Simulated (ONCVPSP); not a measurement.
Zn: one change to an ONCV potential, before and after

```
Element                 : Zn
Generator               : ONCVPSP 4.0.1
Type                    : optimised norm-conserving Vanderbilt (ONCV)
Functional              : PBE
Relativity              : scalar-relativistic
Frozen core             : [Ar]
Valence charge          : 12
Reference configuration : 3d10 4s2
Partial waves           : 4s: rc 2.20 bohr, ncon 3, nbas 7, qcut 2.6 1/bohr, 1 projector; p scattering state at 0.24 Ha: rc 2.15 bohr, ncon 4, nbas 8, qcut 3.4 1/bohr, 2 projectors, debl 3.8 Ha; 3d: rc 1.30 bohr, ncon 4, nbas 9, qcut 9.6 1/bohr, 1 projector
Local potential         : polynomial inside 0.80 bohr (lpopt 5, dvloc0 0 Ha)
Core correction         : none
```

In the p channel the program set the typed energies aside and used 0.050, 3.850 Ha.

All-electron outer shells of the reference configuration (PBE, scalar-relativistic, ld1.x):

```
shell  level (eV)  outermost node (bohr)  outermost maximum (bohr)
   3p      -83.40                   0.25                      0.59
   3d      -10.14                      –                      0.57
   4s       -5.98                   0.85                      2.09
```

Change: d: qcut 14.3.

Cutoffs: the cutoffs (Ha) at which the residual kinetic energy of the hardest occupied pseudo-wave falls to 1 and 0.1 mHa per electron; they do not see the model core or the augmentation charge, which bear on the density cutoff. Errors are all-electron minus pseudo energies relative to the spin-unpolarised reference configuration.

Problem. What does the change do?

Solution. The potential gets neither clearly harder nor softer (50 Ha and 174 Ha → 71 Ha and 81 Ha); both files keep a bound ghost (s); of the 4 tests that both files solve, the error grows in 0 and shrinks in 3 by more than 15 % and 0.3 meV (median size 102.6 → 80.2 meV).

| quantity | base | changed |
| --- | --- | --- |
| cutoff, loose | 50 Ha | 71 Ha |
| cutoff, tight | 174 Ha | 81 Ha |
| loose cutoff by channel | s 7.5 Ha, d 50 Ha | s 7.5 Ha, d 71 Ha |
| bound ghosts | s | s |
| GHOST(+) flags under 300 eV | p at 86.2 eV | p at 86.2 eV |
| error for 3d10 4s1, meV [ΔE 9.89 eV] | +7.8 | +5.5 |
| error for 3d10 4s0, meV [ΔE 28.33 eV] | +32 | +19 |
| error for 3d9 4s0, meV [ΔE 68.86 eV] | -173 | -141 |
| error for 3d8 4s0, meV [ΔE 130.68 eV] | -639 | -702 |
| s: phases at 2.23 bohr within 0.05 rad from the reference energy up to (Ha; the scan ends near 5) | 1.0 | 1.0 |
| p: phases at 2.19 bohr within 0.05 rad from the reference energy up to (Ha; the scan ends near 5) | 3.0 | 3.0 |
| d: phases at 1.32 bohr within 0.05 rad from the reference energy up to (Ha; the scan ends near 5) | 1.3 | 1.9 |

 A true bound ghost makes a file unfit for plane-wave use even where its test errors are small: the radial tests pick states by their node count and pass the ghost by.
